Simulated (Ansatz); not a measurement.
Input:

```yaml
crystal:
  periodic: [false, false, false]
  atoms:
    - { symbol: Zr, position_ang: [0.0, 0.0, 0.0] }
    - { symbol: O, position_ang: [0.0, 0.0, 2.42] }
    - { symbol: H, position_ang: [-0.9095, -0.2814, 2.7571] }
    - { symbol: Cl, position_ang: [2.3764, 0.0, -0.8392] }
    - { symbol: Cl, position_ang: [-1.1869, 2.0563, -0.8392] }
    - { symbol: "N", position_ang: [-1.0409, -1.8034, -0.7359] }
    - { symbol: H, position_ang: [-1.5759, -2.4197, -0.0595] }
    - { symbol: H, position_ang: [-1.0055, -2.0526, -1.7656] }
    - { symbol: O, position_ang: [1.2429, 1.8744, 0.7473] }
    - { symbol: Al, position_ang: [2.6974, 1.793, 1.7702] }
    - { symbol: H, position_ang: [3.4151, 0.4269, 1.9983] }
    - { symbol: H, position_ang: [3.2545, 3.0879, 2.4385] }
    - { symbol: H, position_ang: [0.7655, 1.1544, 1.9506] }
basis:
  gaussian: { orbitals: def2-SVP }
hamiltonian:
  xc: hf
relax:
  f_tol: 0.15
  max_steps: 25
  restrain:
    - { distance: [0, 8], at: 2.07, k: 30.0 }
    - { distance: [12, 1], at: 1.01, k: 30.0 }
    - { distance: [0, 1], at: 3.27, k: 30.0 }
    - { distance: [12, 8], at: 2.21, k: 30.0 }
```

Run as:

```bash
$ ansatz run input.yaml --threads 4 --pin off --max-ram 5120MiB --backend cpu --events-out ev --progress --plain --runs-dir out
```

Hardware: 4 threads of Arm Neoverse V1 (shared host).

Task: Roughly how long does this run take, and how much memory?

Result: 73 s, with a peak of 0.46 GiB, for 23 ionic steps.
